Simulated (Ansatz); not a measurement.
Stepwise reaction of `[NH]=[Nb]([NH2])([NH2])[OH]` with water, as a gas-phase model of exchange steps in deposition or etching. ΔE in kJ/mol; ΔG adds harmonic PBE0-D4 terms to CCSD(T)/CBS, at 1 bar.

Isolated molecules relaxed with PBE0-D4/def2-TZVP in Ansatz; ΔE leaves out vibrations. CCSD(T)/CBS is the MP2 limit (def2-TZVPP, def2-QZVPP) plus CCSD(T) − MP2 in def2-TZVPP, frozen cores. This one scheme is used for every species. DFT in def2-TZVPP. B3LYP here is the variant with VWN-RPA as its local correlation; programs differ in this. def2 core potentials past Kr. For Nb outer-core shells are correlated without core-valence functions, which leaves a few kJ/mol of doubt a bond. One conformer a species, not always the lowest.

| step | reaction | PBE-D4 | B3LYP-D4 | ωB97M-V | CCSD(T)/CBS | ΔG(600 K) |
| --- | --- | --- | --- | --- | --- | --- |
| 1 | `[NH]=[Nb]([NH2])([NH2])[OH]` + H₂O → `[NH]=[Nb]([NH2])([OH])[OH]` + NH₃ | -55.6 | -56.8 | -57.1 | -51.0 | -45.0 |
| 2 | `[NH]=[Nb]([NH2])([OH])[OH]` + H₂O → `[NH]=[Nb]([OH])([OH])[OH]` + NH₃ | -22.4 | -23.1 | -23.2 | -16.3 | -20.9 |

Task: By hand: ΔE of the 2 steps together at CCSD(T)/CBS.

Result: (-51.0) + (-16.3) = -67.3 kJ/mol, or -33.6 kJ/mol a step.

In ΔE each step is higher than the one before. All are downhill at CCSD(T)/CBS. ΔG lies between -45.0 and -20.9 kJ/mol a step. PBE-D4 differs from CCSD(T)/CBS by -6.1 to -4.6 kJ/mol a step. Isolated molecules leave out the surface, adducts and barriers. Largest T1 diagnostic: 0.021.
